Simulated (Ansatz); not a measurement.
**Abstraction of Cl: SiCl4 + Si2H3Cl2 → SiCl3 + Si2H3Cl3**

Species: SiCl4 (silicon tetrachloride) `Cl[Si](Cl)(Cl)Cl`, singlet; Si2H3Cl2 `Cl[SiH][SiH2]Cl`, doublet; SiCl3 `Cl[Si](Cl)Cl`, doublet; Si2H3Cl3 `Cl[SiH2][SiH](Cl)Cl`, singlet. A radical takes Cl: the energy is the difference in strength between two Si–Cl bonds in different surroundings.

Shapes, held fixed at every level: PBE0-D4/def2-TZVP. Flexible molecules stand in one conformer, not always the lowest. Programs: Ansatz 0.2.0. The zero-point and thermal change to 298 K, harmonic and unscaled (PBE0-D4/def2-TZVP), is +1.5 kJ/mol.

```
                level                   kind  ΔH(298 K) (kJ/mol)  less CCSD(T)/CBS estimate  CPU time (sum over the molecules)
          HF/def2-SVP           Hartree–Fock                +9.8                       -0.1                                  –
    PBE-D4/def2-TZVPP                    GGA                +4.2                       -5.7                               22 s
  B3LYP-D4/def2-TZVPP          global hybrid                +4.4                       -5.5                               47 s
   PBE0-D4/def2-TZVPP          global hybrid                +7.8                       -2.1                               35 s
r2SCAN0-D4/def2-TZVPP          global hybrid                +7.8                       -2.1                               56 s
    B2PLYP/def2-TZVPP          double hybrid                +5.2                       -4.7                               47 s
      CCSD/def2-TZVPP  coupled cluster or CI               +10.3                       +0.4                                  –
 CCSD(T)/CBS estimate  coupled cluster or CI                +9.9                        0.0                             11 min
```

The highest level, CCSD(T)/CBS estimate, gives ΔH(298 K) = +9.9 kJ/mol; the levels span +4.2 to +10.3. The column of differences is taken from that level and isn't an error. No measured value is set beside it here. Open shells run unrestricted unless RO is named. The CBS estimate extrapolates MP2 from def2-TZVPP and def2-QZVPP and adds CCSD(T) − MP2 in the triple-zeta set, cores frozen. Times are processor times on shared x86 and Arm servers, and rough.
